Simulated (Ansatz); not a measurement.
Consider the ligand exchange at the Si–C bond: `C/N=C\[SiH2]S` + `O[SiH](F)F` → `F[SiH](F)O[SiH2]S` + `C=NC`.

Program: Ansatz. Geometries: PBE0-D4/def2-TZVP. ΔE: electronic, gas phase. CBS: MP2 limit from def2 TZ/QZ plus the TZ coupled-cluster correction, frozen cores. Functionals use def2-TZVPP. B3LYP here is the variant with VWN-RPA as its local correlation; programs differ in this. Each species was taken in one conformer, which may not be the lowest.

```csv
level,ΔE (kcal/mol),difference from CCSD(T)/CBS
PBE-D4,-26.4,4.6
r2SCAN-D4,-30.0,1.0
B3LYP-D4,-31.2,-0.2
ωB97X-V,-30.9,0.1
ωB97M-V,-30.6,0.4
B2PLYP,-32.2,-1.2
r2SCAN,-30.1,0.9
B3LYP,-32.2,-1.2
HF/def2-TZVPP,-38.3,-7.3
MP2/def2-TZVPP,-31.1,-0.1
CCSD/def2-TZVPP,-32.3,-1.3
CCSD(T)/def2-TZVPP,-31.0,0.0
HF/def2-QZVPP,-38.9,-7.9
MP2/def2-QZVPP,-31.4,-0.4
HF/CBS(def2),-39.0,-8.0
CCSD/CBS(def2),-32.4,-1.4
CCSD(T)/CBS,-31.0,0
```

Largest T1 diagnostic among the species: 0.012.

The D4 term adds +0.9 kcal/mol with B3LYP and +0.5 kcal/mol with PBE0; it sums over pairs of atoms, weighted by their polarisabilities, and B3LYP, whose exchange is more repulsive, gets the larger term. From PBE to PBE0 (25 % exact exchange), in def2-TZVPP and without D4, ΔE moves by −2.1 kcal/mol.
